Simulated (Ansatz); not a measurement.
Reaction (redistribution): `C[CH]([SiH3])[InH2]` + `FB1CN1` → `[InH2][B]1CN1` + `CC(F)[SiH3]`

Gas-phase electronic energies from Ansatz, PBE0-D4/def2-TZVP geometries. CCSD(T)/CBS adds triple-zeta CCSD(T) − MP2 to the extrapolated MP2 energy (def2 sets, frozen cores). Functionals use def2-TZVPP. HSE06 is defined as in plane-wave codes. def2 core potentials past Kr. For In outer-core shells are correlated without core-valence functions, which leaves a few kJ/mol of doubt a bond.

`C[CH]([SiH3])[InH2]`:

Z-matrix (Å, degrees):
```
C
C 1 1.531
H 1 1.093 2 112.5
H 1 1.094 2 111.5 3 -120.0
H 1 1.096 2 111.7 3 120.4
Si 2 1.864 1 112.5 3 -177.9
In 2 2.175 1 112.8 3 58.3
H 2 1.097 1 110.9 3 -59.1
H 6 1.490 2 110.8 1 174.0
H 6 1.492 2 112.2 1 52.6
H 6 1.493 2 110.4 1 -66.8
H 7 1.726 2 120.8 1 -162.4
H 7 1.730 2 117.3 1 17.0
```

`FB1CN1`:

```xyz
7

F    -1.997   -0.945    0.382
B    -0.825   -0.379    0.198
C     0.396    0.017   -0.656
N     0.159    0.316    0.792
H     0.376    0.873   -1.331
H     1.201   -0.684   -0.874
H     0.689    0.803    1.488
```

`[InH2][B]1CN1`:

Z-matrix (Å, degrees):
```
C
B 1 1.586
N 1 1.450 2 52.4
H 1 1.089 2 120.9 3 102.1
H 1 1.089 2 120.9 3 -102.1
In 2 2.215 1 152.4 3 -179.9
H 3 1.003 1 135.7 2 179.9
H 6 1.729 2 122.0 1 88.5
H 6 1.729 2 122.0 1 -88.9
```

`CC(F)[SiH3]`:

Z-matrix (Å, degrees):
```
C
C 1 1.510
H 1 1.092 2 111.2
H 1 1.093 2 110.5 3 120.5
H 1 1.093 2 110.1 3 -120.0
F 2 1.402 1 108.9 3 -63.4
Si 2 1.902 1 114.3 3 57.2
H 2 1.097 1 109.8 3 -179.5
H 7 1.486 2 109.3 1 -57.0
H 7 1.488 2 108.7 1 62.3
H 7 1.484 2 110.1 1 -177.9
```

```json
{"level": "PBE-D4", "ΔE (kJ/mol)": "161.8", "difference from CCSD(T)/CBS": "-15.8"}
{"level": "revPBE-D4", "ΔE (kJ/mol)": "162.4", "difference from CCSD(T)/CBS": "-15.2"}
{"level": "r2SCAN-D4", "ΔE (kJ/mol)": "168.6", "difference from CCSD(T)/CBS": "-9.0"}
{"level": "r2SCANh-D4", "ΔE (kJ/mol)": "170.1", "difference from CCSD(T)/CBS": "-7.5"}
{"level": "HSE06-D4", "ΔE (kJ/mol)": "166.9", "difference from CCSD(T)/CBS": "-10.7"}
{"level": "BHLYP-D4", "ΔE (kJ/mol)": "173.3", "difference from CCSD(T)/CBS": "-4.3"}
{"level": "PBE-QIDH", "ΔE (kJ/mol)": "175.2", "difference from CCSD(T)/CBS": "-2.4"}
{"level": "BLYP", "ΔE (kJ/mol)": "156.2", "difference from CCSD(T)/CBS": "-21.4"}
{"level": "r2SCANh", "ΔE (kJ/mol)": "169.0", "difference from CCSD(T)/CBS": "-8.6"}
{"level": "BHLYP", "ΔE (kJ/mol)": "166.3", "difference from CCSD(T)/CBS": "-11.3"}
{"level": "CAM-B3LYP", "ΔE (kJ/mol)": "161.9", "difference from CCSD(T)/CBS": "-15.7"}
{"level": "LC-ωPBE", "ΔE (kJ/mol)": "162.9", "difference from CCSD(T)/CBS": "-14.7"}
{"level": "CCSD/def2-SVP", "ΔE (kJ/mol)": "175.4", "difference from CCSD(T)/CBS": "-2.2"}
{"level": "CCSD(T)/def2-SVP", "ΔE (kJ/mol)": "175.8", "difference from CCSD(T)/CBS": "-1.8"}
{"level": "MP2/def2-TZVPP", "ΔE (kJ/mol)": "186.3", "difference from CCSD(T)/CBS": "8.7"}
{"level": "CCSD/def2-TZVPP", "ΔE (kJ/mol)": "172.1", "difference from CCSD(T)/CBS": "-5.5"}
{"level": "CCSD(T)/CBS", "ΔE (kJ/mol)": "177.6", "difference from CCSD(T)/CBS": "0"}
```

Largest T1 diagnostic among the species: 0.015.

In def2-TZVPP, CCSD(T) changes the Hartree–Fock value by +6.3 kJ/mol (the triples alone add +0.7 kJ/mol) and MP2 by +19.8 kJ/mol. From r2SCAN to r2SCAN0 (25 % exact exchange), in def2-TZVPP and without D4, ΔE moves by +3.4 kJ/mol.

CCSD(T)/CBS has its own doubt, a few kJ/mol and more with outer-core shells, so smaller differences from it don't rank the levels.
